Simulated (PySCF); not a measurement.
# Spinor energies of Mg (magnesium, neutral)

Start: [Ne] 3d2; 3d5/2 filled at m_j = +3/2, +5/2. Calculated with PySCF 2.14 in x2c-TZVPall-2c with one added diffuse shell each of s, p, d type (6s6p4d, 44 functions): generalised Hartree-Fock with the X2C-1e Hamiltonian and a Gaussian nucleus; one run each with spin-orbit coupling (SO) switched off, then screened by Boettger's factors. This is a chosen level, not necessarily the ground level.

```tsv
spinor shell	electrons	ε, spin-free (eV)	ε, screened SO (eV)	weight of nominal j (screened SO)	rms radius, screened SO (bohr)
1s1/2	2	-1346.6	-1346.6	1.000	0.151
2s1/2	2	-112.35	-112.35	1.000	0.754
2p1/2	2	-71.786	-72.001	0.999	0.766
2p3/2	4	-71.786	-71.680	1.000	0.768
3d5/2	2	-2.428	-2.428	0.900	7.35
```

```json
{"quantity": "E (hartree)", "spin-free": "-199.43103", "screened SO": "-199.43111"}
{"quantity": "M_J", "spin-free": "4", "screened SO": "4"}
{"quantity": "⟨J²⟩", "spin-free": "20.000", "screened SO": "20.000"}
{"quantity": "⟨L²⟩", "spin-free": "12.000", "screened SO": "12.000"}
{"quantity": "⟨S²⟩", "spin-free": "2.000", "screened SO": "2.000"}
```

Without spin-orbit coupling the j labels of p, d and f shells carry no meaning; the spin-free column gives the mean over the occupied spinors of each nl shell.
